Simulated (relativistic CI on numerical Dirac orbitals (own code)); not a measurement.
**Lu²⁴⁺: q coefficients and field-shift factors**

Method of calculation: Dirac-Coulomb-Breit CI, KLI orbitals optimised for each configuration, derivatives by finite differences, unscaled Slater integrals, QED left out (own radial code, finite nucleus).

Configurations in the expansion (outside the closed core [Ar] 3d10 4s2): 4p⁶4d¹⁰4f, 4p⁶4d¹⁰5s, 4p⁶4d⁹4f², 4p⁶4d¹⁰5p, 4p⁵4d¹⁰4f², 4p⁶4d¹⁰5d, 4p⁶4d⁹5s², 4p⁶4d⁹4f5s. Levels of other configurations are missing.

With x = (α/α₀)² − 1 an excitation energy changes as ω = ω₀ + qx; K = 2q/ω₀ is the relative enhancement. Terms are leading LS components, so labels can repeat. The field-shift factor is F = δν/δ⟨r²⟩ for the transition from the lowest level.

Lowest level 4p⁶4d¹⁰4f ²F°5/2.

```
           Level  ω₀ (cm⁻¹)  q (cm⁻¹)         K  F (GHz/fm²)
4p⁶4d¹⁰4f ²F°7/2      21325     19930      1.87        0.761
 4p⁶4d¹⁰5s ²S1/2     811173   -339800    -0.838          457
4p⁶4d¹⁰5p ²P°1/2    1122051   -300800    -0.536         44.9
4p⁶4d¹⁰5p ²P°3/2    1291011   -100200    -0.155         22.8
 4p⁶4d⁹4f² ⁴F3/2    1412173      4871    0.0069         16.1
 4p⁶4d⁹4f² ⁴F5/2    1416441      4495   0.00635         16.1
 4p⁶4d⁹4f² ⁴F7/2    1427857     12650    0.0177         16.5
 4p⁶4d⁹4f² ⁴F9/2    1443746     24570     0.034         16.9
 4p⁶4d⁹4f² ²F7/2    1445844      6623   0.00916         16.4
4p⁶4d⁹4f² ⁴K13/2    1454366     -1099  -0.00151         16.2
 4p⁶4d⁹4f² ⁴D5/2    1455619      7238   0.00994         16.5
 4p⁶4d⁹4f² ²F5/2    1458325     17540     0.024         16.8
 4p⁶4d⁹4f² ⁴H9/2    1458543      6008   0.00824         16.5
```

At this charge energies of transitions that change n are usually good to better than 1 %, and those within a shell (Δn = 0) to a few per cent.
